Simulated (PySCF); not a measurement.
PySCF job for C₃H₅FOSi, SMILES O1CC([SiH2]F)=C1, PBE0/pcSseg-1. Coordinates come from a B3LYP-D3(BJ)/def2-SVP optimisation. The structure was generated by enumeration, and PubChem lists no compound with its InChIKey, so it may never have been made. One conformer was computed; it need not be the lowest.

```python
import numpy as np
from pyscf import gto, scf, dft
from pyscf.prop.nmr import rks as nmr

mol = gto.M(
    atom='''
    F     2.03215328   -0.96689753   -0.72829563
    Si    1.47577829    0.35719084    0.04752937
    C    -0.34754911    0.18174281    0.13387874
    C    -1.23438923   -0.75589755   -0.27751749
    O    -2.40392646   -0.18527286    0.14006278
    C    -1.57836014    0.91911777    0.64587891
    H     1.89685093    1.55816303   -0.72621197
    H     2.11035919    0.40293129    1.39420457
    H    -1.22747312   -1.72069812   -0.79117093
    H    -1.84626242    1.86023010    0.14156968
    H    -1.69054758    1.01318436    1.73691512
    ''',
    basis='pcSseg-1',
    charge=0,
    spin=0,
    max_memory=1600,
    verbose=3,
)
mf = dft.RKS(mol, xc='pbe0')
mf.grids.level = 3
mf.conv_tol = 1e-10
mf.max_cycle = 100
mf.kernel()
n = nmr.NMR(mf)
n.verbose = 2
n.max_cycle_cphf = 60
sigma = n.kernel()
print('atom   isotropic/ppm   span/ppm')
for i, s in enumerate(sigma):
    w = np.linalg.eigvalsh((s + s.T) / 2)
    print(f'{mol.atom_symbol(i):2s}{i + 1:3d} {w.mean():14.3f} {w[2] - w[0]:11.3f}')
```

Log of the run:

```
converged SCF energy = -581.398633458939
atom   isotropic/ppm   span/ppm
F   1        408.440      36.349
Si  2        366.293     114.148
C   3         72.994     155.889
C   4          4.502     184.008
O   5        119.302     285.869
C   6        100.022      73.201
H   7         25.914       7.152
H   8         25.907       7.159
H   9         23.967       3.281
H  10         25.905       5.179
H  11         25.907       5.185
```

Self-consistency was reached.

Cost: about 50 core-seconds (a rough figure).
